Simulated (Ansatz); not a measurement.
Reaction (ligand exchange at the Si–C bond): `CC[Si]Cl` + H–F → `F[Si]Cl` + ethane

Program: Ansatz. Geometries: PBE0-D4/def2-TZVP. ΔE: electronic, gas phase. CBS: MP2 limit from def2 TZ/QZ plus the TZ coupled-cluster correction, frozen cores. This one scheme is used for every species. Functionals use def2-TZVPP. Each species was taken in one conformer, which may not be the lowest.

CCSD(T)/CBS gives -44.1 kcal/mol.

(1) Another level gave -46.4 kcal/mol. Which?
A. r2SCANh/def2-TZVPP
B. CAM-B3LYP-D4/def2-TZVPP
C. PBE0-D4/def2-TZVPP
D. PBE/def2-TZVPP

(2) What do rigid-rotor, harmonic-oscillator terms from PBE0-D4/def2-TZVP frequencies (298.15 K, 1 bar) make of the CCSD(T)/CBS value? (Best estimate.)

Largest T1 diagnostic among the species: 0.014.

Results:

(1) A. r2SCANh -46.4, PBE -45.4, PBE0-D4 -43.3, CAM-B3LYP-D4 -48.0 kcal/mol.

(2) The calculation gave: ΔZPE = +2.0 kcal/mol, ΔH = -43.0 kcal/mol, ΔS = -6 J/(mol·K), ΔG = -42.6 kcal/mol. Modes under 50 cm⁻¹ make the entropy rough.

From r2SCAN to r2SCAN0 (25 % exact exchange), in def2-TZVPP and without D4, ΔE moves by +0.7 kcal/mol. The D4 term adds +2.8 kcal/mol with B3LYP and +1.5 kcal/mol with PBE0; it sums over pairs of atoms, weighted by their polarisabilities, and B3LYP, whose exchange is more repulsive, gets the larger term. In def2-TZVPP, CCSD(T) changes the Hartree–Fock value by +5.8 kcal/mol (the triples alone add +0.8 kcal/mol) and MP2 by +6.1 kcal/mol.

B3LYP here is the variant with VWN-RPA as its local correlation; programs differ in this.
